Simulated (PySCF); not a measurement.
# Reading the logs of faulty runs: BGeH6N2

Calculated results; nothing here was measured. They come from PySCF 2.14.0, an open-source quantum chemistry program, on an isolated molecule that a program drew, which may never have been made. The molecule is BGeH6N2 (charge 0, doublet), drawn as the SMILES string `B[NH][GeH][NH2]`.

Each row is a Hartree-Fock (HF) and frozen-core CCSD(T) single point in the cc-pVDZ basis, meant for a local HF minimum. Run 1 is clean. Each other run has one planted mistake out of seven kinds, and not every kind appears here: one electron removed, one electron added, multiplicity raised by two, geometry at a saddle point, minimal basis STO-3G, one bond length entered in bohr, all coordinates scaled. The reference is restricted for singlets and unrestricted otherwise, and also for a bond in bohr. Adding or removing an electron swaps singlet and doublet. Electrons count all cores. HOMO and LUMO are orbital energies over both spins, the gradient is its largest component, and the lowest frequency (negative if imaginary) is given only where the gradient is small. Bond lengths are over the 9 bonds as drawn. T1 is the CCSD diagnostic: over 0.02 (restricted) or 0.045 (unrestricted) a single reference is doubtful. Germanium has the cc-pVDZ-PP basis, with a core potential (ECP10MDF) in place of its 10 inner electrons, and its 3s, 3p and 3d shells are frozen in CCSD(T).

Geometry of the clean run:
```xyz
10
BGeH6N2, angstrom
B     1.9361   -0.3571   -2.0827
N     1.3771   -0.7834   -0.8752
Ge    0.0821    0.0872    0.1362
N    -0.6709   -1.2631    1.1333
H     1.5629    0.6760   -2.5787
H     2.7843   -1.0171   -2.6256
H     1.7048   -1.6484   -0.4834
H     0.7183    1.0727    1.1435
H    -1.2349   -0.9564    1.9076
H    -1.1960   -1.9434    0.6103
```

| run | electrons | basis functions | <S^2> | HOMO (eV) | LUMO (eV) | gradient (hartree/bohr) | lowest frequency (cm^-1) | mean bond (Å) | longest bond (Å) | T1 | HF (hartree) | CCSD(T) (hartree) | mistake |
|---|---|---|---|---|---|---|---|---|---|---|---|---|---|
| 1 | 57 | 95 | 0.757 | -8.59 | 1.42 | 4.2e-05 | 55 | 1.3409 | 1.860 | 0.0167 | -430.48141 | -431.05138 | no fault |
| 2 | 57 | 95 | 0.763 | -8.89 | 0.98 | 3.9e-02 | - | 1.4160 | 1.964 | 0.0196 | -430.45492 | -431.03871 | all coordinates scaled |
| 3 | 57 | 95 | 3.761 | -2.99 | -0.83 | 8.9e-02 | - | 1.3409 | 1.860 | 0.0216 | -430.25583 | -430.80278 | multiplicity raised by two |
| 4 | 57 | 95 | 1.526 | -9.02 | 1.01 | 1.5e-02 | - | 1.4404 | 1.901 | 0.0518 | -430.35213 | -430.91198 | one bond length entered in bohr |
| 5 | 56 | 95 | 0.000 | -16.62 | -6.68 | 6.9e-02 | - | 1.3409 | 1.860 | 0.0237 | -430.19984 | -430.77635 | one electron removed |
| 6 | 58 | 95 | 0.000 | -0.43 | 8.33 | 6.8e-02 | - | 1.3409 | 1.860 | 0.0164 | -430.46121 | -431.06000 | ? |

**Which mistake was planted in run 6, and what did it cost?**

It counts 58 electrons, one more than the clean run, at the same geometry and basis. So the mistake is: one electron added. Subtracting run 1 and multiplying by 627.51 kcal/mol a hartree, the energy moved by 12.7 kcal/mol in HF and -5.4 kcal/mol in CCSD(T).

Cautions from the logs. Run 4: T1 is over the limit, so its CCSD(T) energy is less reliable; run 5: T1 is over the limit, so its CCSD(T) energy is less reliable.
